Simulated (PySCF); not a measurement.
Ge(H)2 cation (GeH2), SMILES [GeH2] (connectivity only; charge and spin as stated), charge +1, multiplicity 2.

The structure is a stationary point at B3LYP-D3(BJ)/def2-TZVPD. The multiplicity is an assumed one; other spin states were not compared. The isomer is the one that the SMILES or the coordinates give; other isomers of the formula were not compared.

Method: PySCF 2.14.0 with B3LYP-D3(BJ)/def2-TZVPD.

Frequencies are harmonic and unscaled.

Computed normal modes with their intensities:
```
mode  ν (cm⁻¹)  IR (km/mol)  moving atoms (share of kinetic energy)
----  --------  -----------  --------------------------------------
1          822         13.8                                  H 98 %
2         1961          0.4                                  H 99 %
3         2059          0.1                                  H 98 %
```
